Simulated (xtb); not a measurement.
WO₂FCl, SMILES [O]=[W](=[O])([F])[Cl], multiplicity 1. All values are semi-empirical tight-binding results from xtb (GFN2-xTB unless named), good for trends rather than for accurate numbers. Geometry: GFN2-xTB. The multiplicity is an assumed one; no other spin state was optimised. The structure was generated by enumeration; whether it is a known compound was not checked.

Optimised geometry:

Bonded distances (Å): W1–O2 1.677, W1–O3 1.677, W1–F4 1.838, W1–Cl5 2.171. Angles (°): O2–W1–O3 113.6, O2–W1–F4 111.6, O2–W1–Cl5 107.3, O3–W1–F4 111.6, O3–W1–Cl5 107.3, F4–W1–Cl5 104.8.

For metal compounds this method's bond lengths and energies can be far off.

Estimate the properties. (Estimate from the structure and the level; the computed values follow.)


| Quantity | Value |
|---|---|
| point group as xtb finds it | Cs |
| orbital gap | 3.54 eV |
| zero-point energy | 5.0 kcal/mol |
| G − E(el) at 298.15 K (modified RRHO) | -15.3 kcal/mol |

Computed atomic charges and the Wiberg bond orders between heavy atoms:
charges (e) W1 1.22, O2 -0.47, O3 -0.47, F4 -0.27, Cl5 0.00. Bond orders W1–O2 2.12, W1–O3 2.12, W1–F4 1.04, W1–Cl5 1.41.
